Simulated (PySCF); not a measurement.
## Relaxation of singlet NbNF₂

All numbers come from PBE0/[Nb def2-TZVP with ECP28, N def2-TZVP, F def2-TZVP], scalar-relativistic core potentials, density fitting, no spin–orbit coupling, PySCF. A (50,194) grid was used.

A hand-made T-shaped (ligand arrangement 1) start, of Cs symmetry, held to at least that symmetry:

Coordinates in bohr (charge 0 multiplicity 1):
```
Nb   -0.1848    0.0000   -0.5528
N    -3.6787    0.0000   -0.4307
F    -0.1848    0.0000    3.4345
F     3.8001    0.0000   -0.4137
```

Optimiser trace:
```
step  E − E(last) (kJ/mol)  largest gradient (Eh/bohr)
   0                364.60                     0.14207
   1                187.94                     0.07787
   2                145.50                     0.08098
   3                 98.69                     0.03128
   4                 41.63                     0.03194
   5                 13.43                     0.04135
   6                  9.07                     0.02493
   7                  4.16                     0.01928
   8                  1.49                     0.00544
   9                  0.56                     0.00858
  10                  0.12                     0.00458
  11                  0.01                     0.00090
  12                  0.00                     0.00011
```

It ends at C2v with Nb–F 1.908 Å (×2), Nb–N 1.644 Å; F–Nb–F 140.7°, F–Nb–N 109.6° (×2) (after a last refinement on a finer grid). The frequency run here used a shortcut that can spoil soft modes, so no verdict on minimum or saddle point is given. Other isomers or separated fragments may lie lower.

Final geometry:
Coordinates in bohr (charge 0 multiplicity 1):
```
Nb   -0.0176    0.0000   -0.0114
N    -2.6200    0.0000   -1.7069
F    -0.8564    0.0000    3.4956
F     2.8515    0.0000   -2.1958
```

The relaxation took roughly 4 core-minutes on a shared host.
